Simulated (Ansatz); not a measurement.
Program: Ansatz. Geometries: PBE0-D4/def2-TZVP. ΔE: electronic, gas phase. CCSD(T)/CBS is the MP2 limit (def2-TZVPP, def2-QZVPP) plus CCSD(T) − MP2 in def2-TZVPP, frozen cores. This one scheme is used for every species. DFT in def2-TZVPP. B3LYP here is the variant with VWN-RPA as its local correlation; programs differ in this. For Ge outer-core shells are correlated without core-valence functions, which leaves a few kJ/mol of doubt a bond. Scalar relativity is left out up to krypton. Each species was taken in one conformer, which may not be the lowest.

Reaction (formal exchange of groups at a B–S bond): `CB[S][GeH3]` + `N[SiH2]N` → `CB[SiH](N)N` + `[SH][GeH3]`

(1) Is it downhill or uphill in electronic energy at CCSD(T)/CBS, and by how much? (Estimate.)

(2) What do these levels give: r2SCAN-D4, PBE0-D4, ωB97M-V, r2SCAN, B3LYP, HF/def2-TZVPP, MP2/def2-TZVPP, CCSD/def2-TZVPP, CCSD(T)/def2-TZVPP, HF/def2-QZVPP, MP2/def2-QZVPP, CCSD/CBS(def2)? (Best estimate.)

Largest T1 diagnostic among the species: 0.013.

## Answers

(1) Computed: Uphill: ΔE = +130.3 kJ/mol.

(2) The calculation gave: r2SCAN-D4 131.1, PBE0-D4 126.9, ωB97M-V 130.7, r2SCAN 131.6, B3LYP 127.8, HF/def2-TZVPP 129.2, MP2/def2-TZVPP 140.9, CCSD/def2-TZVPP 128.6, CCSD(T)/def2-TZVPP 130.8, HF/def2-QZVPP 128.4, MP2/def2-QZVPP 140.3, CCSD/CBS(def2) 128.1 kJ/mol.
